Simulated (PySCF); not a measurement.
CH6O3Sn, SMILES C[O][SnH]([OH])[OH].

Geometry: B3LYP-D3(BJ)/def2-SVP. The structure was generated by enumeration; whether it is a known compound was not checked. The def2 effective core potentials stand for the cores of Sn; spin–orbit coupling is left out. One conformer was computed; it need not be the lowest.

All values below come from TDDFT-PBE0/def2-SVPD run with PySCF.

Vertical excitations. 

Computed lowest excited states:
| state | energy (eV) | λ (nm) | f | main pairs |
|---|---|---|---|---|
| S1 | 5.36 | 231 | 0.013 | HOMO→LUMO 94 % |
| S2 | 6.01 | 206 | 0.074 | HOMO−1→LUMO 86 % |
| S3 | 6.21 | 200 | 0.054 | HOMO−2→LUMO 88 % |
| S4 | 6.46 | 192 | 0.013 | HOMO−3→LUMO 88 % |
| S5 | 6.66 | 186 | 0.016 | HOMO→LUMO+1 94 % |
| S6 | 6.88 | 180 | 0.014 | HOMO→LUMO+2 88 % |
| S7 | 7.24 | 171 | 0.054 | HOMO−1→LUMO+1 50 %, HOMO→LUMO+3 15 %, HOMO−4→LUMO 13 %, HOMO−1→LUMO+2 11 % |
| S8 | 7.26 | 171 | 0.025 | HOMO−4→LUMO 38 %, HOMO−1→LUMO+1 28 %, HOMO−1→LUMO+2 23 % |
| S9 | 7.34 | 169 | 0.034 | HOMO→LUMO+3 57 %, HOMO−4→LUMO 15 %, HOMO−1→LUMO+2 11 %, HOMO−1→LUMO+1 9 % |
| S10 | 7.37 | 168 | 0.036 | HOMO−1→LUMO+2 49 %, HOMO→LUMO+3 23 %, HOMO−4→LUMO 19 % |
| T1 | 4.92 | 252 | 0 | HOMO→LUMO 89 % |
| T2 | 5.31 | 234 | 0 | HOMO−1→LUMO 87 % |
| T3 | 5.58 | 222 | 0 | HOMO−2→LUMO 89 % |
| T4 | 5.94 | 209 | 0 | HOMO−3→LUMO 85 % |
Triplets are in the Tamm–Dancoff approximation, which puts them higher than full response would, so one can lie above its singlet here.
